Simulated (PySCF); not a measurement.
Screening by computed properties: pick the candidate that meets the target.

All species are isolated and taken at one optimised geometry, non-relativistic unless stated. Electronic properties by PySCF.

The conformers computed, where there is a choice (atom-mapped SMILES and torsion angles):
- `[CH:1]#[C:2][CH2:3][C@H:4]([CH2:5][CH:6]=[CH2:7])[NH:8][SiH3:9]`: C2–C3–C4–C5 61°, C3–C4–C5–C6 175°, C4–C5–C6–C7 121°, C3–C4–N8–Si9 -141°
- `[CH3:1][O:2][SiH2:3][C@@H:4]([SiH3:5])[C:6]([F:7])([F:8])[F:9]`: C1–O2–Si3–C4 179°, O2–Si3–C4–Si5 50°, Si3–C4–C6–F7 53°
- `[CH:1]#[C:2][SiH2:3]/[CH:4]=[CH:5]/[C:6]([Cl:7])=[CH:8]/[CH:9]=[CH2:10]`: C2–Si3–C4–C5 0°, C4–C5–C6–Cl7 0°, C6–C8–C9–C10 -179°
- `[CH3:1][C:2]#[C:3][C@@H:4]1[CH2:5][Si@H:6]1[N:7]([CH3:8])[CH3:9]`: C5–Si6–N7–C8 137°
- `[N:1]#[C:2][C@@H:3]([SiH3:4])[CH2:5][CH:6]1[CH2:7][CH2:8][CH2:9]1`: C2–C3–C5–C6 64°, C3–C5–C6–C7 71°

**Question.** Wanted: smallest rotational constant between 0.4 GHz and 0.65 GHz (GFN2-xTB) and HOMO energy above -6.6 eV (PBE0/pcSseg-1), at GFN2-xTB geometries. Which candidate meets both?
A. `CC#C[C@@H]1C[Si@H]1N(C)C`
B. `CO[SiH2][C@@H]([SiH3])C(F)(F)F`
C. `C#CC[C@H](CC=C)N[SiH3]`
D. `C#C[SiH2]/C=C/C(Cl)=C/C=C`

**Answer.** A. Computed values:
```
                       species  smallest rotational constant  HOMO energy
     C#C[SiH2]/C=C/C(Cl)=C/C=C                     0.337 GHz     -6.54 eV
      CC#C[C@@H]1C[Si@H]1N(C)C                     0.522 GHz     -6.02 eV
CO[SiH2][C@@H]([SiH3])C(F)(F)F                     0.592 GHz     -8.45 eV
        C#CC[C@H](CC=C)N[SiH3]                     0.716 GHz     -6.66 eV
```

**Question.** Wanted: dipole moment above 3.6 D (PBE0/pcSseg-1) and HOMO–LUMO gap above 6 eV (PBE0/pcSseg-1), at GFN2-xTB geometries. Which candidate meets both?
A. `N#C[C@@H]([SiH3])CC1CCC1`
B. `C#CC[C@H](CC=C)N[SiH3]`
C. `CO[SiH2][C@@H]([SiH3])C(F)(F)F`
D. `C#C[SiH2]/C=C/C(Cl)=C/C=C`

**Answer.** A. Computed values:
| species | dipole moment | HOMO–LUMO gap |
| --- | --- | --- |
| C#CC[C@H](CC=C)N[SiH3] | 0.72 D | 6.87 eV |
| C#C[SiH2]/C=C/C(Cl)=C/C=C | 1.76 D | 4.57 eV |
| CO[SiH2][C@@H]([SiH3])C(F)(F)F | 3.27 D | 8.71 eV |
| N#C[C@@H]([SiH3])CC1CCC1 | 3.92 D | 8.52 eV |
